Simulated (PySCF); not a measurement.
A calculated (UHF, PySCF 2.14, aug-cc-pVDZ-DK, scalar relativity by spin-free X2C-1e) atom or ion has these occupied shells.

```tsv
shell	electrons	orbital energy (eV)	rms radius, mean of both spins (bohr)
1s α	1	-8404.9	0.0624
1s β	1	-8404.8	0.0624
2s α	1	-1053.2	0.265
2s β	1	-1052.3	0.265
2p α	3	-902.68	0.238
2p β	3	-901.70	0.238
3s α	1	-139.69	0.801
3s β	1	-137.02	0.801
3p α	3	-94.239	0.857
3p β	3	-91.050	0.857
3d α	5	-21.490	1.20
3d β	4	-19.926	1.20
```

Problem. Name the element and its charge.

Solution. Ni+ (nickel, charge +1), in [Ar] 3d9, 2D determinant.
